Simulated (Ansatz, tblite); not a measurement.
Cost and result up the ladder for In₁₀N₉H₂₆⁻, a nanocrystal cut from wurtzite InN (hydrogen-capped) (45 atoms). Total charge -1; singlet. Geometry: r2SCAN-D4/def2-SVP.

```xyz
45

In   -2.022    0.067   -3.324
N    -3.420    1.212   -1.940
In    0.710   -1.974   -3.090
N     2.681   -0.957   -2.787
N    -0.592   -0.700   -1.875
In    0.535    0.916   -0.983
In   -2.963    1.284    0.220
N    -0.923    1.987    0.320
In    3.512   -1.055   -0.711
N     2.048    0.165    0.368
In    3.252    1.796    1.157
In   -0.388    2.128    2.408
N     1.687    2.885    2.400
In   -1.554   -1.996   -0.483
N    -2.766   -0.757    0.854
N     0.127   -2.582    0.846
In    1.310   -1.058    1.949
In   -2.217   -0.971    2.983
N    -0.264    0.063    2.980
H    -1.367    1.336   -4.321
H    -3.077   -1.207   -3.892
H    -3.489    2.174   -2.285
H    -4.363    0.832   -2.063
H     0.334   -1.789   -4.790
H     0.913   -3.534   -2.323
H     2.627    0.018   -3.100
H     3.360   -1.392   -3.419
H     1.133    2.085   -2.138
H    -4.175    2.269    0.995
H    -0.929    2.948   -0.044
H     5.059   -0.239   -0.777
H     3.340   -2.739   -0.263
H     3.662    2.985   -0.048
H     4.335    1.222    2.404
H    -1.348    3.195    3.397
H     1.670    3.864    2.099
H     2.026    2.924    3.366
H    -2.452   -3.399   -0.984
H    -3.708   -1.167    0.816
H     0.797   -3.084    0.251
H    -0.214   -3.278    1.516
H     2.361   -1.822    3.105
H    -3.339   -0.033    3.943
H    -1.919   -2.672    3.289
H     0.007    0.050    3.972
```

Ansatz on 2 threads of AMD EPYC 7R13 on a shared host and a share (18 GiB) of an NVIDIA H100 80GB HBM3; xTB runs through tblite on one thread. Times are rough, summed over both states, and most runs start from the orbitals of an earlier one. PBE0-D4/def2-SVP serves as the yardstick here, not as an exact answer. The other state is a triplet.

In the def2 sets In takes a core potential; there is no spin–orbit coupling. The xTB rows come from tblite. Single mean-field runs in def2-SVP are fitted with def2-universal-jkfit. HOMO above LUMO, or a gap near zero within one spin, warns that the state may not be the lowest or that an electron is smeared out.

xTB has no spin-polarisation term.

```tsv
level	functions	wall time	vertical triplet (eV)	difference from PBE0-D4/def2-SVP (eV)	remarks
GFN1-xTB	178	0.43 s	2.83	-1.79	–
GFN2-xTB	152	0.44 s	3.25	-1.37	–
PBE-D4/def2-SVP (with forces)	516	16 s	3.88	-0.74	HOMO above zero (triplet), gap within one spin near zero (triplet)
PBE0-D4/def2-SVP	516	23 s	4.62	0.00	HOMO above zero (triplet)
```
